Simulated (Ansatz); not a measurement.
`CC(C)[O][AlH][F]` + HCl → `CC(C)[O][AlH][Cl]` + H–F  (ligand exchange at the Al–F bond)

Isolated molecules relaxed with PBE0-D4/def2-TZVP in Ansatz; ΔE leaves out vibrations. CBS: MP2 limit from def2 TZ/QZ plus the TZ coupled-cluster correction, frozen cores. This one scheme is used for every species. Functionals use def2-TZVPP. Each species was taken in one conformer, which may not be the lowest.

**Question.** Is it downhill or uphill in electronic energy at CCSD(T)/CBS, and by how much? (An estimate is asked.)

**Answer.** Computed: Uphill: ΔE = +17.4 kJ/mol.

**Question.** What do these levels give: BLYP-D4, r2SCAN, BHLYP, HF/def2-TZVPP, CCSD(T)/def2-TZVPP, CCSD/CBS(def2)? (Best estimate.)

**Answer.** Ansatz gave: BLYP-D4 25.7, r2SCAN 20.9, BHLYP 24.8, HF/def2-TZVPP 21.0, CCSD(T)/def2-TZVPP 20.3, CCSD/CBS(def2) 18.6 kJ/mol.

Largest T1 diagnostic among the species: 0.012.

Leaving LDA and LC-ωPBE aside and taking each functional with its dispersion term where it has one, the values, not all of them listed here, spread over 13.7 kJ/mol, from HSE06-D4 to CAM-B3LYP-D4. At CCSD(T), def2-SVP lies +8.2 kJ/mol from the extrapolated value and def2-TZVPP +2.9 kJ/mol.
